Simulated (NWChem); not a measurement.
NbF4, doublet; SMILES [F][Nb]([F])([F])[F]

Program: NWChem. Spin-unrestricted. In the optimisation the excess spin sits in a1 (D2d, its own frame). Structure relaxed at the PBE-D3(BJ)/def2-SVP, spin-unrestricted level. The spin multiplicity was typed, not searched, and may not be the lowest. No stability test was run on the SCF state. def2 effective core potentials on Nb; no spin-orbit coupling. Level SCAN/def2-SVP: energy and gradient on several grids; changes count from the extra-fine grid, which is no exact limit either.

```
grid     size of the energy change (μHa)  largest change of a gradient component (μHa/bohr)
-------  -------------------------------  -------------------------------------------------
xcoarse                              100                                               3000
coarse                             40000                                               2000
medium                             10000                                                300
fine                                1000                                                 40
xfine                               < 10                                               < 30
```
